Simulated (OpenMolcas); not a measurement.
An atom or ion with 30 electrons was computed by MS-RASPT2, IPEA 0.25 Eh, imaginary shift 0.1 Eh with spin-orbit coupling (OpenMolcas, ANO-RCC-VTZP, DKH2). The lowest levels that the run gave, each within 12 % of the measured value where one is at hand:

| J | Parity | E (eV) | g |
| --- | --- | --- | --- |
| 0 | even | 0.0000 |  |
| 0 | odd | 14.259 |  |
| 1 | odd | 14.573 | 1.499 |
| 2 | odd | 15.298 | 1.501 |
| 1 | odd | 21.422 | 1.002 |
| 0 | even | 34.005 |  |
| 2 | even | 34.405 | 1.125 |
| 1 | even | 34.491 | 1.501 |
| 2 | even | 35.422 | 1.376 |

Q: Which ion is it, and what are the configurations and terms?

A: Kr VII (Z = 36, charge +6; active space 2 electrons in 9 orbitals (RAS2 4s 4p; RAS3 4d, at most 2 electrons)). J, parity and g give the terms where levels are pure, and mixed ones are named by the computed weights; the size of the splittings, set against known spectra of the 30-electron sequence, gives the charge. In order, with the measured energies in eV (Saloman, J. Phys. Chem. Ref. Data 36, 215 (2007)): 4s2 1S0, 4s 4p 3P* 0 (14.5545), 4s 4p 3P* 1 (14.8899), 4s 4p 3P* 2 (15.6906), 4s 4p 1P* 1 (21.1808), 4p2 3P0 (34.0872), 4p2 1D2 (34.6802), 4p2 3P1 (34.6430), 4p2 3P2 (35.7310).

Active for correlation alone: 4d; no level in the range computed is led by a configuration that fills it, so any true level of that kind is missing. Some terms mix strongly with configurations of 4d, whose occupation reaches 0.16 (4p2 1D). Measured partners are found by configuration, term and J. A level has none where our copy of the source lacks it or the pairing is in doubt (some pairs that miss far off the trend of their configuration count as doubtful), and it then counts in no deviation. Only configurations of the active space appear.

* marks odd parity.
